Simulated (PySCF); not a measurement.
**Stationary points of IH₂**

These are results of PBE0/[I def2-TZVP with ECP28, H def2-TZVP], scalar-relativistic core potentials, density fitting, no spin–orbit coupling, PySCF, not measurements.

Relaxations began from a few typed shapes; open shells are unrestricted. The search is not exhaustive: other isomers or separated fragments can lie lower, and high-lying points may rest on an excited occupation.

Question: Order these stationary points by electronic energy, lowest first, in kJ/mol from the lowest minimum.
A. doublet D∞h: I–H 1.795 Å (×2); H–I–H 180.0°
B. doublet C2v: I–H 1.792 Å (×2); H–I–H 154.6°

Answer: B (0.0), A (5.7).

Question: Which of them are minima?

Answer: By energy in kJ/mol, 0.0: minimum; 5.7: saddle point, 3 imaginary modes.

For the lowest minimum: no spin–orbit coupling is included, which matters more the heavier the element.
